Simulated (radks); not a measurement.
Question: The mean radii <r> (bohr) of the occupied orbitals of an atom or ion are listed with their occupations. All-electron calculation, scalar-relativistic Kohn-Sham, PBE, spin-polarised, spherical densities, point nucleus. Program: a radial shooting solver on a logarithmic mesh with Libxc functionals.

orbital  occ.      <r>
1s down     1  0.02318
1s up       1  0.02318
2s up       1  0.09896
2s down     1  0.09895
2p up       3  0.08711
2p down     3  0.08711
3s up       1   0.2606
3s down     1   0.2604
3p up       3   0.2589
3p down     3   0.2587
3d up       5   0.2363
3d down     5   0.2361
4s up       1   0.5921
4s down     1   0.5919
4p up       3   0.6263
4p down     3   0.6261
4d up       5   0.6834
4d down     5   0.6838
5p up       3    1.539
5p down     3    1.559
4f up       4   0.8828
6s up       1    3.006
6s down     1    3.035

Name the element and its charge. Open shells, if any, are filled with parallel spins first.

Answer: Z = 61, promethium, charge +3: Pm3+ in [Kr] 4d10 4f4 5p6 6s2. The 1s radius gives Z: for a bare nucleus <r> = (2 gamma + 1)/(2Z) with gamma = sqrt(1 - (Z/c)^2), 0.02288 bohr for Z = 61, and screening makes it slightly larger (0.02318 here). The occupations add up to 58, and the charge is Z minus that.
